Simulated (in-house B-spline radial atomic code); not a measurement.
Ionising the nickel ion Ni¹³⁺ with different functionals

Computed with an all-electron radial atomic-structure program (B-spline basis): scalar-relativistic (spin-free X2C) Hamiltonian, Fermi nucleus of rms radius 3.7757 fm, spin-polarised at highest spin, spherical fractional occupations for the functionals. The ionisation energy is the difference of two self-consistent energies, [Ne] 3s2 3p3 → [Ne] 3s2 3p2, without Breit or QED terms; ε is the level of the shell that loses the electron (its least bound occupied spin orbital).

Hybrids are left out here: with spherical fractional occupations of an open shell their exact exchange keeps a self-interaction that integer-occupation calculations don't have.

```
  method      rung  ΔSCF (eV)  -ε(3p) (eV)
LDA PW92       LDA          ?            ?
LDA VWN5       LDA          ?            ?
    PW91       GGA     427.51       410.30
    OLYP       GGA     428.35       411.14
    SCAN  meta-GGA     428.72       411.90
```

Q: What does LDA VWN5 give?

A: ΔSCF 427.00 eV, and -ε(3p) = 409.72 eV.

Q: What does LDA PW92 give?

A: ΔSCF 426.98 eV, and -ε(3p) = 409.71 eV.

Q: How do they compare with the NIST value?

A: NIST lists 429.3 eV ± 0.8 (semi-empirical, ground level to ground level). Errors run from -2.32 to -0.58 eV; SCAN is closest (-0.58 eV), though others lie within the uncertainty of it, and part of that can be cancellation, since the calculations leave out spin-orbit coupling, Breit-QED terms, multiplet and fine-structure energies.
